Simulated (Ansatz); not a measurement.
Cartesian coordinates in Å:
```
N -1.924 -0.865 0.625
C -0.735 -1.480 0.106
O 0.083 -0.560 -0.571
C 0.607 0.449 0.268
Si 1.539 1.693 -0.796
H -2.676 -0.834 -0.048
H -2.250 -1.295 1.477
H -0.184 -1.922 0.948
H -0.926 -2.264 -0.636
H 1.285 0.014 1.021
H -0.198 0.955 0.816
H 0.620 2.339 -1.768
H 2.115 2.738 0.096
H 2.645 1.033 -1.538
```

Total charge 0; spin multiplicity 1.

Task: List the r2SCAN/def2-TZVPP orbital energies in eV (Ansatz 0.2.0). (Estimate.)

Result: Ansatz gave: Occupied: -1790.55, -515.83, -385.07, -274.99, -273.82, -141.04, -95.90, -95.89, -95.89, -27.35, -23.16, -18.32, -16.04, -13.53, -13.09, -12.44, -12.03, -11.09, -10.36, -8.55, -8.45, -8.31, -7.29, -6.40, -6.24. Lowest empty: 0.60, 0.95, 1.24, 1.43, 1.93, 2.08, 2.50, 2.74.
